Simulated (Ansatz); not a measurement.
Species: sum formula Si3H5F2, charge 0, multiplicity 2. It need not be the lowest isomer of its formula. 
Coordinates optimised at B3LYP-D3(BJ)/def2-TZVP (Ansatz, a first-principles code):
```xyz
10

F     -0.0130     1.2883    -1.3551
Si     0.0711     0.3914    -0.0261
F      0.2872     1.4042     1.2009
Si     1.9683    -0.9611    -0.1876
Si    -1.9934    -0.6999     0.2659
H      2.2087    -1.7570     1.0432
H      1.9259    -1.8661    -1.3646
H     -3.1080     0.2734     0.3527
H     -2.2106    -1.6088    -0.8842
H     -1.9292    -1.5003     1.5113
```
Charge 0, spin multiplicity 2.

Parts of the frozen-core correlation energy in 6-31G (Ansatz, hartree). Frozen orbitals: 17; correlated occupied orbitals by spin: 16 and 15; virtual: 34 and 35. UHF or UKS for open shells. Spin-orbit coupling is left out. Non-relativistic.

| term | value |
|---|---|
| reference (HF) | -1068.42415 |
| MP2 opposite-spin | -0.30129 |
| MP2 same-spin | -0.08996 |
| CCSD correlation | -0.42835 |
| (T) | -0.00686 |
| T1 diagnostic | 0.012 |
| largest doubles amplitude | 0.023 |
| <S^2> of the reference | 0.758 |
